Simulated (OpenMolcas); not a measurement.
# La2+: the spin-orbit constant, worked from levels

- Program: OpenMolcas 26.06
- Basis: ANO-RCC-VTZP [8s7p5d3f2g1h]
- Scalar Hamiltonian: DKH2, point nucleus
- Active space: 1 electron in 9 orbitals (RAS2 5d 6s; RAS3 6p, at most 1 electron)
- State averaging: 2S+1 = 2 even, 6 roots; 2S+1 = 2 odd, 3 roots
- Spin-orbit coupling: RASSI with atomic mean-field integrals over the reference wave functions, term energies averaged over their components

Methods: RASSCF; SS-RASPT2, IPEA 0.25 Eh, imaginary shift 0.1 Eh (closed shells correlated: 5s 5p). Measured levels: Martin, Zalubas and Hagan, Atomic Energy Levels: The Rare-Earth Elements, NSRDS-NBS 60 (1978).

**The spin-orbit constant.** For the Hund term 2D of d1, E(J) = (A/2) J(J+1) + constant and ζ = 2S·A = A. From J = 3/2 to J = 5/2 the energy changes by 2.5 A.

```csv
Source,E(5/2) - E(3/2),A,ζ
RASSCF,1592.8,637.1,637
SS-RASPT2,1592.8,637.1,637
measured,1603.2,641.3,641
```

All in cm-1. SS-RASPT2 is off by -0.6 % and RASSCF by -0.6 %. Both methods take the spin-orbit matrix elements from the reference wave functions, so the second can move ζ only through the term energies and any multistate remixing.

With one active electron the reference holds no correlation, so core polarisation is missing (holds for RASSCF). With one active electron, CASPT2 adds the correlation within the correlated inactive shells and between them and that electron, and leaves the splitting within a term as the reference gives it (holds for SS-RASPT2). Measured partners are found by configuration, term and J. A level has none where our copy of the source lacks it or the pairing is in doubt (some pairs that miss far off the trend of their configuration count as doubtful), and it then counts in no deviation. Levels of configurations outside the active space are missing.
